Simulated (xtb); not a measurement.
I4Ti, charge +1, doublet, from a rough starting geometry (GFN-xTB shapes and energies of metal compounds can be far from the true ones) (the multiplicity is a formal guess); GFN2-xTB in xtb.

Input for xtb:
```
$ xtb mol.xyz --gfn 2 --chrg 1 --uhf 1 --opt vtight --json

# file mol.xyz
5

Ti     0.00524014     0.00597280    -0.04787967
I      2.09829663    -0.57997023    -1.44742066
I      0.81072569     0.44742247     2.43202323
I     -1.16395634     2.14576006    -0.92637320
I     -1.74340411    -2.03120935    -0.04036285
```

### Question
Write the output that xtb gives for this input, abridged.

### Answer

```
   ID    Z sym.   atoms
    1   22 Ti     1
    2   53 I      2-5

           -------------------------------------------------
          |                Calculation Setup                |
           -------------------------------------------------

           -------------------------------------------------
          |                 G F N 2 - x T B                 |
           -------------------------------------------------

          ...................................................
          :                      SETUP                      :
          :.................................................:
          :  # basis functions                  50          :
          :  # atomic orbitals                  45          :
          :  # shells                           15          :
          :  # electrons                        31          :
          :  max. iterations                   250          :
          :  Hamiltonian                  GFN2-xTB          :
          :  restarted?                      false          :
          :  GBSA solvation                  false          :
          :  PC potential                    false          :
          :  electronic temp.          300.0000000     K    :
          :  accuracy                    1.0000000          :
          :  -> integral cutoff          0.2500000E+02      :
          :  -> integral neglect         0.1000000E-07      :
          :  -> SCF convergence          0.1000000E-05 Eh   :
          :  -> wf. convergence          0.1000000E-03 e    :
          :  Broyden damping             0.4000000          :
          :  net charge                          1          :
          :  unpaired electrons                  1          :
          ...................................................

 iter      E             dE          RMSdq      gap      omega  full diag
   1    -16.5690606 -0.165691E+02  0.610E+00    1.51       0.0  T
   2    -16.5237023  0.453583E-01  0.759E+00    2.35       1.0  T
   3    -16.5667762 -0.430739E-01  0.578E+00    2.03       1.0  T
   4    -16.5646070  0.216917E-02  0.515E+00    1.47       1.0  T
   5    -16.5193685  0.452385E-01  0.521E+00    1.13       1.0  T
   6    -16.5906138 -0.712453E-01  0.235E+00    1.61       1.0  T
   7    -16.5978034 -0.718965E-02  0.155E+00    1.61       1.0  T
   8    -16.5985148 -0.711302E-03  0.139E+00    1.60       1.0  T
   9    -16.5980705  0.444235E-03  0.135E+00    1.60       1.0  T
  10    -16.5919752  0.609531E-02  0.221E+00    1.64       1.0  T
  11    -16.5990179 -0.704267E-02  0.102E+00    1.61       1.0  T
  12    -16.5991851 -0.167179E-03  0.871E-01    1.62       1.0  T
  13    -16.5995741 -0.389017E-03  0.475E-01    1.63       1.0  T
  14    -16.5996849 -0.110812E-03  0.270E-01    1.64       1.0  T
  15    -16.5997296 -0.446855E-04  0.126E-01    1.65       1.0  T
  16    -16.5997513 -0.217164E-04  0.454E-02    1.66       1.0  T
  17    -16.5997521 -0.778669E-06  0.427E-02    1.66       1.0  T
  18    -16.5997529 -0.820254E-06  0.256E-02    1.66       1.7  T
  19    -16.5997532 -0.302601E-06  0.157E-02    1.66       2.8  T
  20    -16.5997534 -0.193004E-06  0.708E-03    1.66       6.3  T
  21    -16.5997534 -0.425930E-07  0.353E-03    1.66      12.7  T
  22    -16.5997534 -0.115392E-07  0.174E-03    1.66      25.8  T
  23    -16.5997534 -0.300398E-08  0.116E-03    1.66      38.6  T
  24    -16.5997534 -0.204641E-08  0.411E-04    1.66     108.8  T
  25    -16.5997534 -0.158366E-09  0.147E-04    1.66     304.3  T

   *** convergence criteria satisfied after 25 iterations ***

         :::::::::::::::::::::::::::::::::::::::::::::::::::::
         ::                     SUMMARY                     ::
         :::::::::::::::::::::::::::::::::::::::::::::::::::::
         :: total energy             -16.551944121333 Eh    ::
         :: gradient norm              0.030420226005 Eh/a0 ::
         :: HOMO-LUMO gap              1.658424670086 eV    ::
[...]
 * total energy  :   -16.5475436 Eh     change        0.4400522E-02 Eh
 * total energy  :   -16.5521601 Eh     change       -0.4616511E-02 Eh
 * total energy  :   -16.5486136 Eh     change        0.3546497E-02 Eh
 * total energy  :   -16.5543325 Eh     change       -0.5718897E-02 Eh
 * total energy  :   -16.5529482 Eh     change        0.1384310E-02 Eh
 * total energy  :   -16.5546564 Eh     change       -0.1708179E-02 Eh
 * total energy  :   -16.5546785 Eh     change       -0.2208695E-04 Eh
 * total energy  :   -16.5546879 Eh     change       -0.9418470E-05 Eh
 * total energy  :   -16.5547051 Eh     change       -0.1718388E-04 Eh
 * total energy  :   -16.5547065 Eh     change       -0.1456552E-05 Eh
 * total energy  :   -16.5547077 Eh     change       -0.1219765E-05 Eh
 * total energy  :   -16.5547078 Eh     change       -0.1214669E-07 Eh
   *** GEOMETRY OPTIMIZATION CONVERGED AFTER 13 ITERATIONS ***
         :: total energy             -16.554707757484 Eh    ::
[...]
         6        2.0000           -0.6567852             -17.8720
         7        2.0000           -0.6567825             -17.8720
         8        2.0000           -0.6567792             -17.8719
         9        1.9994           -0.6318907             -17.1946
        10        1.9994           -0.6318906             -17.1946
        11        1.9985           -0.6310281             -17.1711
        12        1.9985           -0.6310272             -17.1711
        13        1.9985           -0.6310265             -17.1711
        14        1.6686           -0.6255195             -17.0213
        15        1.6686           -0.6255192             -17.0212
        16        1.6685           -0.6255189             -17.0212 (HOMO)
        17                         -0.5684196             -15.4675 (LUMO)
        18                         -0.5684195             -15.4675
        19                         -0.5566705             -15.1478
        20                         -0.5566683             -15.1477
        21                         -0.5566652             -15.1476
        22                         -0.3178160              -8.6482
        23                         -0.2202137              -5.9923
        24                         -0.2202129              -5.9923
        25                         -0.2202119              -5.9923
        26                         -0.2119738              -5.7681
        27                         -0.2119737              -5.7681
       ...                                ...                  ...
        45                          1.7825591              48.5059
      -------------------------------------------------------------
                  HL-Gap            0.0570993 Eh            1.5537 eV
             Fermi-level           -0.6108162 Eh          -16.6212 eV

     #   Z          covCN         q      C6AA      α(0)
     1  22 Ti       3.259     0.770   105.941    25.133
     2  53 I        0.831     0.057   367.466    33.092
     3  53 I        0.831     0.057   367.464    33.092
     4  53 I        0.831     0.057   367.463    33.092
     5  53 I        0.831     0.057   367.464    33.092

 Mol. C6AA /au·bohr⁶  :       7455.836062
 Mol. C8AA /au·bohr⁸  :     706071.800582
 Mol. α(0) /au        :        157.501827

Wiberg/Mayer (AO) data.
largest (>0.10) Wiberg bond orders for each atom

 ---------------------------------------------------------------------------
     #   Z sym  total        # sym  WBO       # sym  WBO       # sym  WBO
 ---------------------------------------------------------------------------
     1  22 Ti   4.752 --     2 I    1.188     3 I    1.188     5 I    1.188
                             4 I    1.188
     2  53 I    1.361 --     1 Ti   1.188
     3  53 I    1.361 --     1 Ti   1.188
     4  53 I    1.361 --     1 Ti   1.188
     5  53 I    1.361 --     1 Ti   1.188
 ---------------------------------------------------------------------------

Topologies differ in total number of bonds
Writing topology from bond orders to xtbtopo.mol

molecular dipole:
                 x           y           z       tot (Debye)
 q only:        0.003      -0.005      -0.011
   full:        0.003      -0.005      -0.011       0.032
molecular quadrupole (traceless):
                xx          xy          yy          xz          yz          zz
 q only:       -0.000      -0.000       0.000       0.000      -0.000      -0.000
  q+dip:       -0.001      -0.000       0.001       0.001      -0.001      -0.000
   full:       -0.001      -0.000       0.001       0.001      -0.001      -0.000

optimized geometry written to: xtbopt.xyz

           -------------------------------------------------
          | TOTAL ENERGY              -16.554707757484 Eh   |
          | GRADIENT NORM               0.000045647147 Eh/α |
          | HOMO-LUMO GAP               1.553749875185 eV   |
           -------------------------------------------------

normal termination of xtb
```
